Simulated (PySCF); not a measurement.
A structure optimised at ωB97X-D3(BJ)/def2-SVP, used in a PySCF frequency run:

```xyz
12

C      1.9524    -1.1868     0.7997
Si     0.7208     0.0717     0.2716
F      1.3799     1.1222    -0.7660
F      0.2233     0.9671     1.5250
O     -0.5909    -0.6043    -0.4241
Si    -2.1621    -0.2238    -0.8462
H      1.5083    -1.8707     1.5390
H      2.8330    -0.7062     1.2522
H      2.2850    -1.7812    -0.0650
H     -3.0700    -0.5471     0.2878
H     -2.2648     1.2256    -1.1729
H     -2.5289    -1.0399    -2.0330
```
Charge 0, spin multiplicity 1.

Question: Write its SMILES and formula.

Answer: C[Si](F)(F)O[SiH3], CH6F2OSi2

Question: What are its rotational constants (standard atomic weights)?

Answer: 3.5779, 1.3639, 1.3395 GHz
